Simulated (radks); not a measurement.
Results of a calculation; reference values are marked as such.
Question: Isoelectronic series with 55 electrons, each ion in its NIST ground configuration. Level of theory: scalar-relativistic Kohn-Sham, PBE, spin-polarised, spherical densities, finite nucleus; open shells are filled with parallel spins first (spin-orbit coupling, left out, can overturn this in heavy ions); Fermi nuclear charge, rms radius of each element as measured or else 0.836 A^(1/3) + 0.57 fm (a radial shooting solver on a logarithmic mesh with Libxc functionals). Total energies (hartree) and mean radii <r> (bohr) (* marks an orbital that is empty in some or all of the ions):

ion           configuration  E (hartree)  6s up*  5p down*  5p up  5s down
Cs                 [Xe] 6s1   -7786.6387   5.616     2.082  2.093    1.740
Ba+                [Xe] 6s1   -8135.0397   4.307     1.907  1.916    1.635
La2+               [Xe] 5d1   -8492.2987   3.750     1.784  1.793    1.551
Ce3+               [Xe] 4f1   -8858.7091   3.368     1.719  1.712    1.505
Pr4+               [Xe] 4f1   -9234.0428   3.037     1.612  1.607    1.430
Pm6+  [Kr] 4d10 4f3 5s2 5p4  -10011.4382   2.617     1.489  1.474    1.335
Sm7+  [Kr] 4d10 4f4 5s2 5p3  -10414.2818   2.463     1.435  1.418    1.292

Estimate the row of Nd5+ ([Kr] 4d10 4f2 5s2 5p5).

Answer: E (hartree) -9618.0578; 6s up* 2.803; 5p down* 1.547; 5p up 1.536; 5s down 1.381.
